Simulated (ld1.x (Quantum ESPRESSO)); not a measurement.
Values are calculated unless marked as measured or tabulated.
## Hardness and transferability of assorted potentials

Generated with ld1.x 7.5 (TM, RRKJ, ultrasoft, PAW), atompaw 4.2 or ONCVPSP 4.0.1. The cutoff is in Ry: for ld1.x and atompaw files where the sum of valence levels is converged to 10 mRy in a Bessel basis, for ONCV files where the hardest occupied wave has 1 mHa per electron of residual kinetic energy. The error is the largest all-electron minus pseudo excitation energy over each file’s own four to seven test configurations (ionisations up to +4, promotions, holes and added fractions of an electron), all of which were solved. The labels leave out finer settings (local radius, basis sizes, second energies), which also bear on the numbers. Spin-polarised tests are not counted. The rows are a selection from randomly drawn settings: files with unsolved tests, undetermined cutoffs or missed reference levels are left out.

| element | potential | cutoff (Ry) | largest error (meV) | bound ghosts |
| --- | --- | --- | --- | --- |
| Ti | RRKJ, PBE, fully relativistic, rc 2.15/3.85/1.30 (spd), local s, core correction yes, reference 3d2 4s2 4p0 | 90 | -656 | none |
| Ni | TM, PBE, scalar-relativistic, rc 2.35/1.90/1.30 (spd), local s, core correction no, reference 3d8.5 4s1.5 4p0 | 140 | -609 | none |
| Ho | TM, PBE, scalar-relativistic, rc 3.00/3.50/2.50 (spd), local p, core correction no, reference 5d1 6s2 6p0 | 18 | +182 | none |
| Bi | TM, LDA (PZ), fully relativistic, rc 1.68/1.82/1.78 (spd), local s, core correction yes, reference 5d10 6s2 6p3 | 60 | -71 | none |

(1) Fill in the row for S: TM, PBE, non-relativistic, rc 1.20/1.45/1.38 (spd), local s, core correction yes, reference 3s2 3p3.

## Answers

(1) cutoff 50 Ry, largest error +56 meV, bound ghosts: none.
